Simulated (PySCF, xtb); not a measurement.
C3H7ClSi. Atoms are numbered in the order given.

```xyz
12

C     -1.8790    -0.8973    -0.3723
C     -0.7978    -0.1905    -0.0293
Cl    -0.5667     0.2981     1.6568
Si     0.5944     0.3688    -1.1746
C      2.2377    -0.2912    -0.5461
H     -2.0187    -1.1993    -1.4142
H     -2.6435    -1.1905     0.3531
H      0.2760    -0.1464    -2.5390
H      0.6110     1.8598    -1.2038
H      2.2486    -1.3923    -0.5658
H      2.3969     0.0353     0.4933
H      3.0755     0.0765    -1.1593
```

Geometry: B3LYP-D3(BJ)/def2-SVP. One conformer was computed; it need not be the lowest.

Method: IEF-PCM-B3LYP/def2-SVP (PySCF 2.14.0).

The values are the electrostatic part of the solvation free energy, E(continuum) − E(gas) at the gas-phase geometry, in a cavity of scaled van der Waals radii (PySCF's table); cavitation and dispersion terms are not included. In vacuum the orbital gap is 6.53 eV. The dipole moment in vacuum is 1.19 D.

Computed values in water (ε = 78.36), n-hexane (ε = 1.88), acetonitrile (ε = 35.69):
| solvent | ε | ΔG(elec) (kcal/mol) | dipole (D) | gap (eV) |
|---|---|---|---|---|
| water | 78.36 | -1.7 | 1.63 | 6.61 |
| n-hexane | 1.88 | -0.6 | 1.34 | 6.56 |
| acetonitrile | 35.69 | -1.6 | 1.62 | 6.61 |

For comparison, GFN2-xTB/ALPB(water) (xtb, at the GFN2-xTB geometry, all terms of that model) gives -1.4 kcal/mol.
